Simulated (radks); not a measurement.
Values are calculated unless marked as measured or tabulated.
Question: Valence configurations of Rh II (all share [Kr]). Level of theory: non-relativistic Kohn-Sham, r2SCAN, spin-polarised, spherical densities, point nucleus; open shells are filled with parallel spins first (spin-orbit coupling, left out, can overturn this in heavy ions); meta-GGA in the generalised Kohn-Sham scheme; relativity is left out, which matters for an element this heavy (a radial shooting solver on a logarithmic mesh with Libxc functionals). Order these by energy: 4d6 5s1 5p1; 4d7 5p1; 4d7 5s1; 4d7.5 5p0.5; 4d6 5s0.5 5p1.5; 4d5 5s0.5 5p2.5; 4d7 5s0.5 5p0.5; 4d5 5p3; 4d6.5 5s0.5 5p1; 4d8.

Answer: From the lowest, in eV above it: 4d8 0.000; 4d7 5s1 2.995; 4d7.5 5p0.5 3.773; 4d7 5s0.5 5p0.5 5.498; 4d7 5p1 7.929; 4d6.5 5s0.5 5p1 9.904; 4d6 5s1 5p1 11.941; 4d6 5s0.5 5p1.5 14.728; 4d5 5s0.5 5p2.5 25.643; 4d5 5p3 28.700. NIST lists [Kr] 4d8 as the ground configuration; this level of theory agrees among the configurations tried. The energies are those of spherical high-spin densities, not of single terms. Relativity is left out, which favours d and f over s occupation in heavy atoms.
